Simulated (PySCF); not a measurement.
An unknown gives this computed stick spectrum. The calculation used TDDFT CAM-B3LYP/def2-SVPD, vertical, gas phase, core orbitals frozen in the response in PySCF 2.14.0, density-fitted response routines. Geometries: GFN2-xTB, one conformer each.

| state | E (eV) | f | main configurations (H = HOMO, L = LUMO) |
| --- | --- | --- | --- |
| S1 | 5.49 | 0.031 | H→L (84%), H→L+1 (9%) |
| S2 | 5.86 | 0.020 | H→L+1 (78%) |
| S3 | 6.33 | 0.013 | H-1→L (61%), H-1→L+1 (23%) |
| S4 | 6.54 | 0.0057 | H→L+2 (37%), H-1→L+1 (35%) |
| S5 | 6.72 | 0.019 | H→L+2 (19%), H-1→L (18%), H-1→L+1 (16%) |
| S6 | 6.78 | 0.024 | H→L+4 (21%), H→L+3 (17%), H→L+2 (16%) |
| S7 | 6.98 | 0.158 | H→L+4 (33%), H→L+3 (30%) |
| S8 | 7.27 | 0.011 | H-3→L (28%), H-3→L+3 (13%), H-3→L+2 (12%) |

Triplets computed (Tamm–Dancoff): 5.02, 5.44, 5.90 eV.

Orbital energies (eV): HOMO-3 -10.91, HOMO-2 -10.70, HOMO-1 -9.28, HOMO -8.38, LUMO 0.32, LUMO+1 0.47, LUMO+2 0.99.

Question: Which structure fits? All have the formula C2H9N3Si2.
A. `CN[Si@H](N)[SiH2]C#N`
B. `N#C[Si@H](N)NC[SiH3]`
C. `N#C[SiH2]C[SiH](N)N`

Answer: A. Its S1, at 5.49 eV, is the lowest among the candidates; the nearest of the others has S1 at 5.87 eV. S1 is HOMO→LUMO (84%), HOMO→LUMO+1 (9%). Löwdin shares by element: HOMO nitrogen 50% or more, silicon 19%, carbon 10% or more (atoms not listed hold the other 21%); LUMO silicon 43%, carbon 10% or more, nitrogen 7% or more (atoms not listed hold the other 40%). At the same level the other candidates give, for their lowest levels:
- `N#C[SiH2]C[SiH](N)N`: 6.72 eV (f 0.032); 6.79 eV (f 0.041); 6.93 eV (f 0.003); 7.05 eV (f 0.009); 7.30 eV (f 0.019); T1 5.99 eV; HOMO -8.85, LUMO 0.59 eV
- `N#C[Si@H](N)NC[SiH3]`: 5.87 eV (f 0.011); 6.23 eV (f 0.005); 6.83 eV (f 0.055); 6.94 eV (f 0.007); 7.16 eV (f 0.003); T1 5.61 eV; HOMO -8.56, LUMO 0.47 eV

Shape of the structure used: `[CH3:1][NH:2][Si@H:3]([NH2:4])[SiH2:5][C:6]#[N:7]`: C1–N2–Si3–N4 178°, N2–Si3–Si5–C6 -179°, H–N4–Si3–N2 49°, H–N4–Si3–N2 -176°.
